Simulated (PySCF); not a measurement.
A ladder for the ionisation energy of B²⁺

B²⁺ [He] 2s1 (2S) → B³⁺ 1s2 (1S). Scalar values calculated with PySCF 2.14 in dyall-acv3z (spin-free X2C; valence: 1s2 frozen; valence and next inner shell: nothing frozen). The spin-orbit shift comes from two-component X2C-1e calculations (generalised Hartree-Fock, GHF, and MP2 on its spinors, GMP2) in x2c-QZVPPall-2c: GMP2 gives 37.829 eV without and 37.829 eV with screened spin-orbit coupling, a shift of 0.000 eV (GHF: 0.000 eV). Sums use unrounded values; where a UHF row is shifted, it takes the GHF shift.

| method | scalar (eV) |
| --- | --- |
| UHF | 37.829 |
| LDA | 37.909 |
| PBE | 38.301 |
| PBE0 | 38.241 |
| r2SCAN | 37.865 |
| r2SCAN0 | 37.924 |
| M06-L | 37.236 |
| B97-3 | 37.932 |
| M06-2X | 38.209 |
| MP2 (valence and next inner shell) | 37.912 |
| SCS-MP2 (valence and next inner shell) | 37.903 |
| CCSD (valence and next inner shell) | 37.921 |
| CCSD(T) (valence and next inner shell) | 37.921 |

**Question.** Form a composite estimate from CCSD(T) (valence and next inner shell) and the spin-orbit shift, and compare it with the reference, 37.931 eV (measured; NIST Atomic Spectra Database, ionization energies).

**Answer.** 37.921 + (0.000) = 37.921 eV, an error of -0.009 eV.

The errors of the correlated levels include the incompleteness of the basis and the frozen core, so a lower level can come closer by cancellation.
